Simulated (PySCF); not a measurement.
# W²⁺: excitation energy

W²⁺ [Xe] 4f14 5d4 (5D) → W²⁺ [Xe] 4f14 5d3 6s1 (5F), as a difference of total energies. Calculation: PySCF 2.14, in x2c-TZVPPall (11s7p7d3f1g, 97 functions); the spin-free X2C one-electron Hamiltonian (Gaussian nucleus). Correlated levels: valence: [Xe] 4f14 frozen. The calculations carry no spin-orbit coupling.

```json
{"method": "UHF", "excitation energy (cm⁻¹)": "10784"}
{"method": "LDA", "excitation energy (cm⁻¹)": "9157.6"}
{"method": "PBE", "excitation energy (cm⁻¹)": "8948.1"}
{"method": "PBE0", "excitation energy (cm⁻¹)": "10436"}
{"method": "r2SCAN", "excitation energy (cm⁻¹)": "7730.3"}
{"method": "M06-2X", "excitation energy (cm⁻¹)": "10440"}
{"method": "CAM-B3LYP", "excitation energy (cm⁻¹)": "9683.4"}
{"method": "BP86", "excitation energy (cm⁻¹)": "8622.1"}
{"method": "MP2 (valence)", "excitation energy (cm⁻¹)": "14826"}
{"method": "SCS-MP2 (valence)", "excitation energy (cm⁻¹)": "14784"}
```

A first-order spin-orbit estimate (lowest level to lowest level, LS coupling) adds -0.201 eV.

The basis was made for the ground configuration and has no added diffuse functions, so the excitation energy can come out too high.
